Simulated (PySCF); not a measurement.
Calculation: PySCF with TPSSh-D3(BJ)/def2-TZVP // r2SCAN-D4/def2-SVP. Isolated molecules, 0 K electronic values unless said otherwise. One relaxed conformer stands for a flexible species; it need not be the lowest. 

Reference species: [Y(Cl)(OH)2] (neutral, multiplicity 1).

```yaml
mean_distance_from_the_central_atom_to_its_bonded_neighbours: 2.173 Å
HOMO: -7.45 eV
```

Changed species: [Y(Cl)3] (0 of 3 Cl replaced by OH; the reference has 2 of 3 Cl replaced by OH).

Question: What does the change do to the mean distance from the central atom to its bonded neighbours and HOMO?

Answer: the mean distance from the central atom to its bonded neighbours rises by 0.270 Å, to 2.443 Å; the HOMO decreases by 0.94 eV, to -8.39 eV.
